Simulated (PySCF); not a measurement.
**Field gradients at the hydrogen positions**

C7H8O2Si.
Geometry (GFN2-xTB, Å), atoms numbered from 1 in this order:
```xyz
18
C7H8O2Si angstrom
C      3.721   -0.761   -0.824
C      2.497   -0.161   -0.343
C      1.481    0.349    0.057
Si    -0.104    1.069    0.687
O     -0.301    2.622    0.226
C     -1.541    0.177   -0.100
C     -1.683   -1.230   -0.265
C     -2.881   -1.431   -0.870
O     -3.499   -0.256   -1.094
C     -2.683    0.703   -0.626
H      4.577   -0.156   -0.526
H      3.834   -1.762   -0.406
H      3.700   -0.833   -1.912
H     -0.102    0.964    2.153
H      0.346    3.286    0.442
H     -0.972   -1.974    0.030
H     -3.391   -2.320   -1.183
H     -3.009    1.720   -0.721
```

Level: PBE0/pcSseg-1 (PySCF, non-relativistic); Q(2H) = 0.00286 b; rigid geometry, the same for H and D, with no vibrational averaging.

Question: Rank these positions by the coupling χzz of a deuteron there, largest first.
A. H17 (aromatic hydrogen)
B. H15 (hydroxyl hydrogen)
C. H16 (aromatic hydrogen)
D. H14 (Si–H hydrogen)
E. H12 (methyl hydrogen)

Answer: B (347 kHz), C (235 kHz), A (230 kHz), E (207 kHz), D (103 kHz).

Question: Give the electric field gradient Vzz (the principal value of largest size), its asymmetry and the 2H coupling at each hydrogen.

Answer: 
| atom | bonded to | bond length (Å) | Vzz (au) | η | χzz (kHz) |
| --- | --- | --- | --- | --- | --- |
| H11 | C1 | 1.090 | 0.3080 | 0.02 | 207 |
| H12 | C1 | 1.090 | 0.3079 | 0.02 | 207 |
| H13 | C1 | 1.090 | 0.3077 | 0.02 | 207 |
| H14 | Si4 | 1.471 | 0.1537 | 0.02 | 103 |
| H15 | O5 | 0.953 | 0.5158 | 0.06 | 347 |
| H16 | C7 | 1.071 | 0.3496 | 0.07 | 235 |
| H17 | C8 | 1.072 | 0.3418 | 0.11 | 230 |
| H18 | C10 | 1.072 | 0.3407 | 0.10 | 229 |

Question: Average by the element that carries the hydrogen.

Answer: on C: 219 kHz over 6 positions, mean bond length 1.081 Å; on Si: 103 kHz over 1 position, mean bond length 1.471 Å; on O: 347 kHz over 1 position, mean bond length 0.953 Å.

Isolated species at its GFN2-xTB geometry (one conformer only). GFN2-xTB frequencies show an imaginary mode (23i cm⁻¹), so this geometry is no minimum at that level. GFN2-xTB bond lengths can be off by several hundredths of an ångström, more for odd bonds, and the gradients follow them. The basis is small and wasn't made for field gradients, so the couplings can be 20 % off.
